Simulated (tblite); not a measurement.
Species: C₅H₅O₃S (doublet state).
Cartesian coordinates in Å at the GFN2-xTB level; atoms count from 1:
```
atom  x, y, z in Å
C1    -1.7912   -0.6125   -1.2131
C2    -0.8482   -0.1391   -0.3868
S3    -1.3704    0.0149    1.3649
O4    -0.6023    1.1004    1.9954
C5     0.4396    0.3216   -0.8994
O6     0.7587    0.2338   -2.0728
C7     1.4522    0.8276    0.1379
C8     1.9833   -0.3463    0.7508
O9     1.8146   -1.4547    1.0938
H10   -2.7682   -0.8852   -0.8551
H11   -1.5808   -0.7422   -2.2612
H12   -0.6522   -1.1508    1.7182
H13    2.2194    1.4418   -0.3346
H14    0.9449    1.3902    0.9399
```

Level: GFN2-xTB in tblite, geometry and Hessian alike; calculated harmonic values, unscaled, isolated species. Against measured fundamentals such values can be off by several per cent, at times by over 20. Modes of hydrogen on sulfur can be 10 to 20 % off. One conformer, not necessarily the lowest. Open shells enter through the occupations alone, without spin polarisation, and single modes of such species can be off by tens of per cent.

Harmonic wavenumbers (cm⁻¹): 29.2, 49.0, 102.3, 134.5, 216.5, 258.6, 291.0, 302.6, 334.9, 349.5, 418.6, 466.9, 553.8, 638.5, 695.8, 808.6, 840.9, 864.7, 879.9, 925.6, 984.2, 1030.6, 1035.8, 1097.2, 1136.7, 1212.4, 1331.3, 1355.7, 1558.8, 1648.7, 1900.8, 1988.1, 2806.2, 2984.6, 3105.0, 3143.5.

A = 1650, B = 1416, C = 982.1 MHz; mass 144.996 u (most abundant isotopes); point group C1, symmetry number 1; spin multiplicity 2.

Problem. What is the zero-point energy?

Solution. Half the sum of the wavenumbers: 18740 cm⁻¹ = 53.58 kcal/mol.

Problem. Give the ideal-gas entropy at 298.15 K and 1 bar in the rigid-rotor, harmonic-oscillator model (classical rotation).

Solution. Translation 40.85, rotation 29.33, vibration 30.14, spin (R ln 2) 1.38: S = 101.7 cal/(mol K).

Problem. And Cp and H(298.15 K) − H(0)?

Solution. Cp = 36.52 cal/(mol K), of which vibrations give 28.57 (their classical limit is 36 R = 71.5); H(298.15 K) − H(0) = 6.89 kcal/mol without the zero-point energy, 4.52 from vibrations.

Problem. Blend soft modes into free rotors: weight 1/[1 + (100 cm⁻¹/ν̃)⁴] for the oscillator and the rest for a rotor with moment μB/(μ + B), μ = h/(8π²ν), B = 10⁻⁴⁴ kg m². What vibrational entropy results?

Solution. 26.81 cal/(mol K) in place of 30.14, which changes −T·S at 298.15 K by +1.00 kcal/mol.

Problem. Which modes carry the vibrational entropy at 298.15 K?

Solution. 29.2 cm⁻¹: 5.88; 49.0 cm⁻¹: 4.86; 102.3 cm⁻¹: 3.41; 134.5 cm⁻¹: 2.88; 216.5 cm⁻¹: 1.99; 258.6 cm⁻¹: 1.67 cal/(mol K); the other 30 give 9.45 together.

Problem. What must be added to the electronic energy to get the Gibbs energy at 298.15 K and 1 bar?

Solution. ZPE + [H(298.15 K) − H(0)] − T·S = 53.58 + 6.89 − 30.32 = 30.15 kcal/mol.

Problem. How do the functions run with temperature in this model?

Solution. 
```tsv
T (K)	S (cal/(mol K))	Cp (cal/(mol K))	H − H(0) (kcal/mol)	G − H(0) (kcal/mol)	ln q(vib)
100	72.8	18.7	1.33	-5.95	2.29
200	88.8	28.3	3.70	-14.07	4.98
300	101.9	36.7	6.96	-23.62	7.59
500	123.9	49.6	15.67	-46.28	12.50
800	149.9	60.8	32.41	-87.53	19.10
1000	164.0	65.3	45.04	-118.95	23.01
```

q(vib) and H(0) count from the zero-point level.

Hindered rotation and anharmonicity are outside this model. Other conformers, if any are populated, would add a mixing term that is left out. The structure is chiral; the term R ln 2 for an equal mix with its mirror image is left out.
